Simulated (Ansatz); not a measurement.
The same bond dissociation along the group C, Si, Ge.

Program: Ansatz. Geometries: PBE0-D4/def2-TZVP. ΔE: electronic, gas phase. CCSD(T)/CBS is the MP2 limit (def2-TZVPP, def2-QZVPP) plus CCSD(T) − MP2 in def2-TZVPP, frozen cores. This one scheme is used for every species. Open shells (•) are unrestricted, without spin–orbit coupling. For Ge outer-core shells are correlated without core-valence functions, which leaves a few kJ/mol of doubt a bond. Scalar relativity is left out up to krypton. One conformer a species, not always the lowest.

Question: Order these by ΔE at CCSD(T)/CBS, lowest first. (An estimate is asked.)
A. `O[BH][GeH3]` → `[BH]O`• + `[GeH3]`•
B. `OB[SiH3]` → `[BH]O`• + `[SiH3]`•
C. `CBO` → `[BH]O`• + `[CH3]`•

Answer: A (+354.4 kJ/mol), B (+364.3 kJ/mol), C (+458.0 kJ/mol).

Largest T1 diagnostic: 0.016, for `[BH]O`•.
